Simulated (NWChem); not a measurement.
BCl

```xyz
2

B      0.0000     0.0000    -1.2902
Cl     0.0000     0.0000     0.4290
```
Atoms are numbered in this order, from 1.

All runs use the structure optimised with PBE0/def2-SVP.

Question: List the 4 lowest vertical singlet excitations and the 4 lowest triplet ones from LRC-wPBEh/def2-SVPD, full TDDFT (NWChem).

Answer: 
```json
[
 {"state": "S1", "energy (eV)": "4.38", "oscillator strength": "0.062", "leading excitation (squared amplitude)": "HOMO → LUMO (1.01)"},
 {"state": "S2", "energy (eV)": "4.38", "oscillator strength": "0.062", "leading excitation (squared amplitude)": "HOMO → LUMO+1 (1.01)"},
 {"state": "S3", "energy (eV)": "7.66", "oscillator strength": "0.044", "leading excitation (squared amplitude)": "HOMO → LUMO+2 (0.56)"},
 {"state": "S4", "energy (eV)": "7.95", "oscillator strength": "0.192", "leading excitation (squared amplitude)": "HOMO → LUMO+3 (0.50)"},
 {"state": "T1", "energy (eV)": "1.46", "oscillator strength": "spin-forbidden", "leading excitation (squared amplitude)": "HOMO → LUMO (1.11)"},
 {"state": "T2", "energy (eV)": "1.46", "oscillator strength": "spin-forbidden", "leading excitation (squared amplitude)": "HOMO → LUMO+1 (1.11)"},
 {"state": "T3", "energy (eV)": "6.51", "oscillator strength": "spin-forbidden", "leading excitation (squared amplitude)": "HOMO−2 → LUMO (0.47)"},
 {"state": "T4", "energy (eV)": "6.96", "oscillator strength": "spin-forbidden", "leading excitation (squared amplitude)": "HOMO → LUMO+2 (0.80)"}
]
```
